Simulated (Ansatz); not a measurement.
# C5H9N3: where a starting geometry ends

The starting geometry of this gas-phase singlet was optimised with GFN2-xTB; its bonds are those of `Cc1nn(C)nc1C`.

```xyz
17

C    -1.3610   -1.1309   -1.9360
C    -1.0387   -0.5741   -0.5994
C    -1.7387    0.0146    2.7560
C     0.0952    0.1589   -0.1950
C     1.2725    0.5727   -0.9970
N    -1.8282   -0.7087    0.4602
N    -1.1991   -0.0938    1.4358
N    -0.0492    0.4417    1.0948
H    -1.3984   -0.3342   -2.6783
H    -2.3235   -1.6323   -1.8988
H    -0.5962   -1.8438   -2.2431
H    -2.3699    0.9026    2.8419
H    -0.9147    0.0919    3.4626
H    -2.3378   -0.8701    2.9632
H     1.7681   -0.3008   -1.4198
H     0.9621    1.2167   -1.8194
H     1.9722    1.1117   -0.3649
```

Question: Predict what it relaxes into with PBE-D3(BJ)/def2-SVP.

Answer: It keeps its bonds, and is `Cc1nn(C)nc1C`.

The energy falls by 0.13 eV over 8 steps:

| step | E − E(last) (eV) |
| --- | --- |
| 1 | 0.125 |
| 2 | 0.015 |
| 3 | 0.000 |
| 4 | 0.000 |
| 5 | 0.000 |
| 6 | 0.000 |
| 7 | 0.000 |
| 8 | 0.000 |

Final geometry (Å):

```yaml
atoms:
  - { symbol: C, position_ang: [-1.3791, -1.1373, -1.9475] }
  - { symbol: C, position_ang: [-1.0419, -0.5814, -0.6025] }
  - { symbol: C, position_ang: [-1.7495, 0.0195, 2.7767] }
  - { symbol: C, position_ang: [0.1045, 0.1587, -0.1939] }
  - { symbol: C, position_ang: [1.2901, 0.5858, -0.9962] }
  - { symbol: N, position_ang: [-1.8429, -0.7377, 0.4681] }
  - { symbol: N, position_ang: [-1.1852, -0.1230, 1.4518] }
  - { symbol: N, position_ang: [-0.0224, 0.4376, 1.1169] }
  - { symbol: H, position_ang: [-1.4318, -0.3385, -2.7167] }
  - { symbol: H, position_ang: [-2.3579, -1.6507, -1.9124] }
  - { symbol: H, position_ang: [-0.6159, -1.8668, -2.2912] }
  - { symbol: H, position_ang: [-2.3779, 0.9319, 2.8478] }
  - { symbol: H, position_ang: [-0.9215, 0.0923, 3.5042] }
  - { symbol: H, position_ang: [-2.3729, -0.8669, 2.9908] }
  - { symbol: H, position_ang: [1.8326, -0.2857, -1.4195] }
  - { symbol: H, position_ang: [0.9931, 1.2278, -1.8518] }
  - { symbol: H, position_ang: [1.9933, 1.1565, -0.3615] }
```

No frequencies were run, so the end isn't proven a minimum. Run with Ansatz 0.2.0, 4.8 s on 4 threads of AMD EPYC 9R45 96-Core Processor (Zen 5), on a shared host.
